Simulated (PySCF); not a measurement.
## Identify the compound

An unknown has the formula C8H7N. Its calculated NMR data are:

1H NMR (300 MHz, computed): δ 8.08 (d, 1H), 7.68 (d, 1H), 7.35 (m, 1H), 7.13 (m, 1H), 6.89 (m, 1H), 6.78 (m, 1H), 6.78 (m, 1H).

13C{1H} NMR (computed): δ 137.4 (C), 128.0 (CH), 125.8 (CH), 121.2 (CH), 121.1 (CH), 116.8 (CH), 113.4 (CH), 105.1 (CH).

[PySCF 2.14.0 with density-fitted response routines: structure optimised with GFN2-xTB; GIAO PBE0/pcSseg-1 shieldings; relativity neglected; gas phase; one conformer]

δ = σ(ref) − σ, references computed at the same level: 1H (σref 31.72), 13C (σref 186.93) against TMS.

**Question.** Deduce the structure.

**Answer.** 
The formula gives 6 degrees of unsaturation (2 rings in the answer). 8 carbon signals for 8 carbons: no two carbons are equivalent. Carbon types of the structure: 1 × C, 7 × CH, which accounts for all hydrogens. δC 137.4: ring-fusion aromatic carbon. δC 128.0, 113.4: aromatic CH next to a ring nitrogen. δC 125.8, 121.2, 121.1, 116.8, 105.1: aromatic CH. δH 8.08, 7.35: hydrogen on an aromatic CH next to a ring nitrogen. δH 7.68, 7.13, 6.89, 6.78, 6.78: hydrogen on an aromatic CH; ring-current deshielding.

These data were computed for `c1ccn2cccc2c1`.

This is the structure that produced the data.

Shifts are as computed. Against solution values, carbons near 30 ppm lie about +3 ppm off and those near 130 ppm about +5 ppm. Of 1211 compounds with measured shifts, 218 miss one by over three times the rms of a fit or turn the order of signals round; such compounds aren't used in these exercises. Multiplicities follow the n + 1 count of equivalent neighbours, as no J values were calculated; m marks all less simple cases, F and P coupling included.
